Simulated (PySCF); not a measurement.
C4H4F3O2 (doublet state).
Cartesian coordinates in Å at the GFN2-xTB level; atoms count from 1:
```xyz
13
C4H4F3O2 angstrom
C     -2.201   -0.087   -0.277
C     -0.692   -0.142   -0.362
O     -0.096   -0.519   -1.364
C     -0.036    0.290    0.833
O      1.303    0.359    1.061
C      2.222    0.009    0.140
F      2.196    0.759   -0.955
F      2.168   -1.269   -0.213
F      3.415    0.200    0.707
H     -2.555   -0.713    0.538
H     -2.621   -0.439   -1.214
H     -2.529    0.934   -0.095
H     -0.578    0.620    1.705
```

The hyperfine couplings belong to this conformer and change with its torsions.

The species is `CC(=O)[CH]OC(F)(F)F` [radical].

Computed, not measured: UKS B3LYP, pcH-1 on C F H O, non-relativistic, mean-field spin-orbit, GIAO in PySCF. Isolated species at its GFN2-xTB geometry (one conformer only). The geometry wasn't refined by DFT: couplings that depend on bond lengths, twists or pyramidal angles can differ widely from those at the functional's own minimum. No stability test was run, so a lower SCF solution isn't excluded.

Largest spin populations (Mulliken): C4 (+0.74), O3 (+0.28), O5 (+0.09) and C2 (-0.08). The angles at C4 add up to 360.0°, so it is planar; its axial dipolar tensor and the negative coupling of its proton fit spin in a p orbital normal to that plane.

Q: Find Q in a(H) = Q·ρ(C) for the protons on the planar carbons that carry spin.

A: 
| H | C | ρ(C) | a(H) (G) | a/ρ (G) |
| --- | --- | --- | --- | --- |
| H13 | C4 | +0.736 | -18.54 | -25.2 |

One proton gives one ratio, Q = -25.2 G, and no test of linearity. In every row coupling and population have opposite signs.

Couplings in gauss use g_iso = 2.0049.
